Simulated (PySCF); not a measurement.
SiCl3 (doublet state).
SMILES with atom numbers: `[Cl:1][Si:2]([Cl:3])[Cl:4]`

Computed geometry: GFN2-xTB, gas phase. This method treats the open shell by occupation alone, without spin polarisation.

(1) List the bond lengths and angles at this level.

## Answers

(1) 
```csv
bond,length (Å)
"Cl1–Si2, Si2–Cl3, Si2–Cl4",2.025
```

Bonds in one row agree within 0.01 Å and their mean is given. A selection of angles:
```csv
angle,degrees
Cl1–Si2–Cl3,109.6
```

Si2 (silicon bonded to 3 Cl) is pyramidal (angles 109.7°, 109.7° and 109.6°, sum 329.0°, 0.67 Å off the plane of its three neighbours). All 3 Cl–Si bonds measure 2.025 Å.

Point group: C3v (every atom within 0.08 Å of its image). Stationary, but not proved a minimum.

---

[RuNF4]- (charge -1 and singlet state).
Bonds: Ru1–N2, Ru1–F3, Ru1–F4, Ru1–F5, Ru1–F6.

Theory: PySCF, PBE0-D3(BJ)/def2-SVP geometry optimisation, gas phase, def2 core potentials past Kr.

Question: List the bond lengths and angles at this level.

Answer: 
```tsv
bond	length (Å)
Ru1–N2	1.566
Ru1–F3 and 3 like bonds	1.904
```

Bonds in one row agree within 0.01 Å and their mean is given. A selection of angles:
```tsv
angle	degrees
N2–Ru1–F3	107.1
F3–Ru1–F4	85.0
F3–Ru1–F5	145.8
```

All 4 F–Ru bonds measure 1.904 Å. Ru1 (ruthenium bonded to 4 F and N) is square pyramidal (τ5 = (β − α)/60° = 0.00 from the two widest angles, 145.8° and 145.8° (0 for a square pyramid, 1 for a trigonal bipyramid)).

Point group: C4v (tolerance 0.08 Å). No frequency check.

---

Compound: CHClSe.
SMILES with atom numbers: `[Cl:1][CH:2]=[Se:3]` (hydrogens: H4 on C2)

Level of theory: PBE0-D3(BJ)/def2-SVP geometry optimisation, gas phase (PySCF 2.14.0).

Question: What internal coordinates does the optimisation give?

Answer: 
| bond | length (Å) | order |
| --- | --- | --- |
| Cl1–C2 | 1.716 | single |
| C2=Se3 | 1.742 | double |
| C2–H4 | 1.098 | single |

Orders are formal, as drawn. A selection of angles:
| angle | degrees |
| --- | --- |
| Cl1–C2–Se3 | 126.5 |
| Cl1–C2–H4 | 110.7 |
| Se3–C2–H4 | 122.8 |

Point group: Cs (every atom within 0.08 Å of its image). PBE0-D3(BJ)/def2-SVP frequencies: not computed here.
